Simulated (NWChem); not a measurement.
Molecule: ScBrCl2; SMILES [Br][Sc]([Cl])[Cl]

Program: NWChem. Pople sets run with spherical d functions. Geometry: optimised at PBE0/def2-SVP. Level r2SCAN/6-31G*: energy and gradient on several grids; changes count from the extra-fine grid, which is no exact limit either.

Task: Which is the coarsest grid (coarse; medium; fine; xcoarse; xfine) from which on the energy stays within 50 μHa and each gradient component within 100 μHa/bohr of xfine?

Result: coarse.
```csv
grid,size of the energy change (μHa),largest change of a gradient component (μHa/bohr)
xcoarse,2000,200
coarse,30,50
medium,10,< 30
fine,< 10,< 30
xfine,< 10,< 30
```
